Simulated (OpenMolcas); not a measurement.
Mo4+ (d2) among equal point charges was computed by CASSCF with the d shell active (OpenMolcas, ANO-RCC-VDZP on the metal). Its lowest spin-free states, and all those of the highest spin:

| 2S+1 | Degeneracy | E (cm-1) |
| --- | --- | --- |
| 3 | 3 | 0.0 |
| 3 | 3 | 4797 |
| 3 | 1 | 10457 |
| 1 | 3 | 12294 |
| 1 | 2 | 12898 |
| 3 | 3 | 16901 |
| 1 | 3 | 20005 |
| 1 | 1 | 21829 |
| 1 | 3 | 22075 |
| 1 | 2 | 25348 |
| 1 | 1 | 48165 |

Problem. Is the site octahedral, tetrahedral or cube-like, axial, or of lower symmetry?

Solution. The states with 2S+1 = 3 have orbital degeneracies 3, 3, 1, 3. Threefold states need a cubic site. For d2 at this spin an octahedron puts the threefold T1 below the threefold T2 and a tetrahedron or cube puts the single A2 below the threefold T2, so the site is octahedral. The run had Mo4+ among 6 point charges of -1.5 e arranged as an octahedron (Oh), 2.2 Å from the ion.

An orbital triplet at a regular site is open to Jahn-Teller coupling, which can distort the site and quench the lowest spin-orbit gaps and is left out. Without dynamic correlation the repulsion within the d shell is too large (B by tens of per cent), so at a given field states of lower spin stand too high. This field is weak: 10Dq is about 5780 cm-1, while octahedral complexes of 4d ions of charge 3 and more, computed by the same method with explicit ligands, had a median near 25000 cm-1. Ground spin and moment need not be those of a real site. This is an electrostatic model: the charges have no orbitals. No measured value stands beside these numbers.
